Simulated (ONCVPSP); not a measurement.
An all-electron radial function and its pseudo partner (I (Z = 53))

Columns: radius, all-electron u(r) and pseudo u(r) of the 4s shell (level -189.75 eV) of iodine in the configuration [Ar] 3d10 4s2 4p6 4d10 5s2 5p4; LDA (Perdew-Wang 92), scalar-relativistic, ONCV scheme, ONCVPSP 4.0.1.

```json
{"r (bohr)": "0.065", "all-electron": "0.4689", "pseudo": "0.1779"}
{"r (bohr)": "0.130", "all-electron": "0.0689", "pseudo": "0.3531"}
{"r (bohr)": "0.195", "all-electron": "-0.6416", "pseudo": "0.5222"}
{"r (bohr)": "0.260", "all-electron": "-0.7539", "pseudo": "0.6816"}
{"r (bohr)": "0.325", "all-electron": "-0.3870", "pseudo": "0.8267"}
{"r (bohr)": "0.390", "all-electron": "0.1538", "pseudo": "0.9531"}
{"r (bohr)": "0.455", "all-electron": "0.6600", "pseudo": "1.0563"}
{"r (bohr)": "0.520", "all-electron": "1.0371", "pseudo": "1.1325"}
{"r (bohr)": "0.585", "all-electron": "1.2644", "pseudo": "1.1790"}
{"r (bohr)": "0.650", "all-electron": "1.3616", "pseudo": "1.1950"}
{"r (bohr)": "0.715", "all-electron": "1.3602", "pseudo": "1.1807"}
{"r (bohr)": "0.780", "all-electron": "1.2921", "pseudo": "1.1383"}
{"r (bohr)": "0.845", "all-electron": "1.1847", "pseudo": "1.0716"}
{"r (bohr)": "0.910", "all-electron": "1.0578", "pseudo": "0.9854"}
{"r (bohr)": "0.975", "all-electron": "0.9259", "pseudo": "0.8857"}
{"r (bohr)": "1.040", "all-electron": "0.7978", "pseudo": "0.7791"}
{"r (bohr)": "1.105", "all-electron": "0.6789", "pseudo": "0.6720"}
{"r (bohr)": "1.170", "all-electron": "0.5720", "pseudo": "0.5700"}
{"r (bohr)": "1.235", "all-electron": "0.4779", "pseudo": "0.4773"}
{"r (bohr)": "1.300", "all-electron": "0.3965", "pseudo": "0.3961"}
{"r (bohr)": "1.365", "all-electron": "0.3272", "pseudo": "0.3268"}
{"r (bohr)": "1.430", "all-electron": "0.2686", "pseudo": "0.2683"}
{"r (bohr)": "1.495", "all-electron": "0.2196", "pseudo": "0.2194"}
{"r (bohr)": "1.560", "all-electron": "0.1790", "pseudo": "0.1788"}
{"r (bohr)": "1.625", "all-electron": "0.1453", "pseudo": "0.1452"}
{"r (bohr)": "1.690", "all-electron": "0.1177", "pseudo": "0.1176"}
```

Q: How many radial nodes do the two functions have?

A: The all-electron 4s function has n − l − 1 = 3 (the table is too coarse to show those close to the nucleus); the pseudo-wave has 0, since the states of the same l below it are removed with the core.

Q: At about which radius was the pseudo-wave matched?

A: 1.30 bohr, where the columns begin to agree (steps of 0.07 bohr).

Q: Is the pseudo-wave norm-conserving?

A: Yes: the ONCV scheme keeps the norm inside the radius equal to the all-electron one, which fixes the energy derivative of the logarithmic derivative at the level.
